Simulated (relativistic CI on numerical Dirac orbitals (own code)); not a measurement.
## Hyperfine structure of Te48+, mass number 125

Computed by Dirac-Coulomb-Breit CI, KLI orbitals optimised for each configuration, model QED, unscaled Slater integrals (own radial code, finite nucleus).

Configuration list (outside the closed core 1s2): 2s², 2s2p, 2p², 2p3s, 2p3p, 2s3s, 2s3p, 2s3d, 2s4s, 2s4p, 2s4d, 2s4f, 3s², 3s3p, 3p². Levels of other configurations are missing.

Nuclear spin I = 1/2, μ = -0.887 μN (tables of Stone and Pyykkö). The electronic factors are computed for point nuclear moments, without core polarisation or the Bohr-Weisskopf and QED corrections.

| Level | E (Ry) | A (GHz) |
| --- | --- | --- |
| 2s2p ³P°1 | 8.907 | -6514 |
| 2s2p ³P°2 | 30.060 | -2897 |
| 2s2p ¹P°1 | 34.646 | 1757 |
| 2p² ³P1 | 41.874 | 184.9 |
| 2p² ¹D2 | 43.000 | -1163 |
| 2p² ³P2 | 65.292 | -506.9 |
| 2s3s ³S1 | 366.067 | -6526 |
| 2s3p ³P°1 | 369.713 | -5535 |

Levels with J = 0, under 50 % of one LS term, or S terms without an open s electron are left out. Small factors come from cancelling terms and can be off by tens of per cent or more.

At this charge energies of transitions that change n are usually good to better than 1 %, and those within a shell (Δn = 0) to a few per cent.

Question: Give the hyperfine levels of 2s2p ³P°1 relative to its centre of gravity.

Answer: With K = F(F + 1) − I(I + 1) − J(J + 1), E = AK/2: F = 1/2: 6514, F = 3/2: -3257 GHz.

LS names give the leading component of a level, which can be under half, so a name can repeat, a term be missing and a line seem to break the LS rules.
